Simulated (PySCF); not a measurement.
**UHF on N (nitrogen, neutral)**

Configuration: [He] 2s2 2p3, high-spin 4S determinant. Calculation: PySCF 2.14, in dyall-av3z (15s9p3d2f, 71 functions); no relativity, point nucleus.

| Quantity | Value |
| --- | --- |
| Total energy | -54.404465 hartree |
| One-electron energy | -73.9556 hartree |
| Hartree (Coulomb) energy | 26.1578 hartree |
| Exchange energy | -6.6066 hartree |
| Kinetic energy | 54.40428 hartree |
| ⟨S²⟩ | 3.7579 |
| ⟨L²⟩ | 0.000 |
| Sum of ⟨r⟩ | 7.347 bohr |
| Sum of ⟨r²⟩ | 12.08 bohr² |
| Density at the nucleus (Gaussians lack the cusp) | 204 bohr⁻³ |
| Spin density at the nucleus | 0.186 bohr⁻³ |
| Langevin diamagnetic susceptibility | -9.57 ×10⁻⁶ cm³/mol |

```json
{"shell": "1s α", "electrons": "1", "mean orbital energy (eV)": "-426.42", "rms radius, mean of both spins (bohr)": "0.265"}
{"shell": "1s β", "electrons": "1", "mean orbital energy (eV)": "-423.98", "rms radius, mean of both spins (bohr)": "0.265"}
{"shell": "2s α", "electrons": "1", "mean orbital energy (eV)": "-31.646", "rms radius, mean of both spins (bohr)": "1.48"}
{"shell": "2s β", "electrons": "1", "mean orbital energy (eV)": "-19.751", "rms radius, mean of both spins (bohr)": "1.48"}
{"shell": "2p α", "electrons": "3", "mean orbital energy (eV)": "-15.536", "rms radius, mean of both spins (bohr)": "1.59"}
```

Spin-orbit constants ζ (cm⁻¹) from the X2C one-electron operator on these orbitals (non-relativistic here): bare nucleus, nucleus screened by l(l+1)(2l+1)/3 electrons, and screened by the Breit-Pauli mean field of the electrons.

```tsv
shell	bare	screened nucleus	mean field
2p	127.6	91.17	76.05
```
